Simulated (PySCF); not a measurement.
F₂GeH₂S₂, SMILES [Ge]([F])([SH])([F])[SH]. Atoms are numbered in the order given.

```xyz
7

F     -0.1273    -1.3594    -1.3202
Ge     0.0000     0.0000    -0.2660
F      0.1273     1.3594    -1.3202
S     -1.8400     0.0075     0.9010
S      1.8400    -0.0075     0.9010
H     -1.3752     0.9712     1.7217
H      1.3752    -0.9712     1.7217
```

The structure is a stationary point at ωB97X-D3(BJ)/def2-SVP. This is a generated structure with no PubChem entry under its InChIKey; it may be hypothetical. The values are those of a single conformer.

These are TDA-PBE/def2-SVPD in PySCF values and carry that method's errors.

Vertical excitations.  State labels are in the subgroup C2.

### Question
Estimate the UV-visible absorptions. (The exact figures need the calculation; the answer reports its results.)

### Answer

```tsv
state	symmetry	energy (eV)	λ (nm)	f	main pairs
S1	B	4.90	253	0.025	HOMO→LUMO 98 %
S2	A	5.08	244	0.010	HOMO−1→LUMO 99 %
S3	B	5.81	213	0.013	HOMO→LUMO+1 98 %
S4	A	6.01	206	0.021	HOMO−1→LUMO+1 94 %
S5	A	6.28	197	0.000	HOMO→LUMO+2 94 %
S6	B	6.47	192	0.003	HOMO−1→LUMO+2 81 %, HOMO−2→LUMO 13 %
S7	B	6.61	188	0.082	HOMO−2→LUMO 50 %, HOMO−1→LUMO+3 21 %, HOMO−1→LUMO+2 15 %, HOMO→LUMO+4 11 %
S8	A	6.77	183	0.006	HOMO→LUMO+3 90 %
S9	B	6.92	179	0.012	HOMO→LUMO+4 52 %, HOMO−1→LUMO+3 45 %
S10	A	7.25	171	0.003	HOMO−1→LUMO+4 82 %
T1	B	4.46	278	0	HOMO→LUMO 99 %
T2	A	4.69	264	0	HOMO−1→LUMO 100 %
T3	B	5.57	223	0	HOMO→LUMO+1 95 %
T4	B	5.75	216	0	HOMO−2→LUMO 96 %
```
Triplets are in the Tamm–Dancoff approximation.
